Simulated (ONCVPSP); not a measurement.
Cutoff test, Ga, ONCV

```json
{"Element": "Ga", "Generator": "ONCVPSP 4.0.1", "Type": "optimised norm-conserving Vanderbilt (ONCV)", "Functional": "LDA (Perdew-Zunger)", "Relativity": "fully relativistic", "Frozen core": "[Ar] 3d10", "Valence charge": "3", "Reference configuration": "4s1.5 4p1.5", "Partial waves": "4s: rc 2.00 bohr, ncon 3, nbas 6, qcut 2.6 1/bohr, 2 projectors, debl 3.7 Ha; 4p: rc 1.80 bohr, ncon 5, nbas 8, qcut 5.4 1/bohr, local; d scattering state at 0.1 Ha: rc 1.95 bohr, ncon 4, nbas 9, qcut 5.2 1/bohr, 3 projectors, debl 1.6 Ha", "Local potential": "the p channel", "Core correction": "polynomial model core, fcfact 0.7"}
```

Open shells are filled in proportion to 2j + 1.

Problem. For each optimised wave give the share of its norm inside rc, the residual kinetic energy above qcut (Ha) and the cutoffs (Ha) for errors of 10, 1, 0.1 and 0.01 mHa per electron.

Solution.

```tsv
wave	norm inside rc	residual KE	10 mHa	1 mHa	0.1 mHa	0.01 mHa
4s	0.420	9.6e-03	3.3	18.6	32.4	66.1
s projector 2	0.147	2.1e-01	14.5	30.2	43.4	70.7
4p j=3/2	0.119	4.0e-04	1.5	5.7	46.7	59.6
4p j=1/2	0.128	2.9e-04	1.5	5.2	43.1	58.6
d projector 1 j=5/2	0.013	6.0e-04	6.2	12.4	56.3	82.2
d projector 2 j=5/2	0.240	1.1e-01	65.3	101.3	127.5	187.0
d projector 3 j=5/2	0.166	3.4e-01	46.4	122.5	150.9	217.8
d projector 1 j=3/2	0.013	5.6e-04	5.8	12.2	54.0	81.9
d projector 2 j=3/2	0.241	1.1e-01	65.2	101.3	127.4	186.9
d projector 3 j=3/2	0.166	3.4e-01	46.4	122.5	150.9	217.9
```

The occupied waves need 19 Ha and 47 Ha for 1 and 0.1 mHa. The cutoffs count occupied waves only; projector 3 of the d channel, the hardest unoccupied one, needs 123 Ha at the loose tolerance. Note: ghosts flagged at negative energy: d5/2 at -19.6 eV, d3/2 at -20.0 eV; GHOST(+) flagged for s at 143.8 eV, s at 582.8 eV. A true bound ghost makes a file unfit for plane-wave use.
